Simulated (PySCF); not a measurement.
2-pyridin-2-yl-1,3-thiazole (C₈H₆N₂S), SMILES n1c(scc1)-c1ccccn1. Heavy atoms are numbered as in [cH:1]1[cH:2][cH:3][c:4](-[c:5]2[n:6][cH:7][cH:8][s:9]2)[n:10][cH:11]1. Hydrogens are named by the atom that carries them.

The structure is a stationary point at PBE0-D3(BJ)/def2-SVP. One conformer was computed; it need not be the lowest.

All values below come from PBE/def2-SVP (PySCF).

Atomic charges (e), one atom of each kind:

```csv
atom,meta-Löwdin,Mulliken,Löwdin
C1 (CH),-0.12,-0.01,-0.05
C2 (CH),-0.08,(withheld),0.00
C3 (CH),-0.13,-0.04,-0.04
C4,0.10,(withheld),-0.02
C5,0.00,-0.15,-0.16
N6,-0.21,(withheld),-0.07
C7 (CH),-0.03,0.07,-0.04
C8 (CH),-0.25,-0.09,-0.21
S9,0.24,0.09,0.42
N10,-0.22,(withheld),-0.04
C11 (CH),0.01,0.03,0.02
H on C1,0.11,0.00,0.03
H on C2,0.11,(withheld),0.04
H on C3,0.11,0.00,0.03
H on C7,0.12,(withheld),0.03
H on C8,0.14,(withheld),0.03
H on C11,0.11,(withheld),0.03
```

Task: Fill in the missing entries. (Estimate from the structure and the level; the computed values follow.)

Result: 
- C2 (CH), Mulliken: 0.06
- C4, Mulliken: 0.06
- N6, Mulliken: -0.04
- N10, Mulliken: -0.05
- H on C2, Mulliken: 0.00
- H on C7, Mulliken: 0.01
- H on C8, Mulliken: 0.04
- H on C11, Mulliken: 0.01

Computed Mayer and Wiberg (Löwdin basis) orders of the bonds:
| bond | Mayer | Wiberg |
|---|---|---|
| C1–C2 | 1.40 | 1.46 |
| C2–C3 | 1.43 | 1.48 |
| C3–C4 | 1.35 | 1.38 |
| C4–C5 | 1.01 | 1.11 |
| C5–N6 | 1.73 | 1.73 |
| N6–C7 | 1.36 | 1.45 |
| C7–C8 | 1.51 | 1.64 |
| C5–S9 | 1.11 | 1.27 |
| C8–S9 | 1.18 | 1.35 |
| C4–N10 | 1.53 | 1.54 |
| C1–C11 | 1.36 | 1.45 |
| N10–C11 | 1.55 | 1.63 |
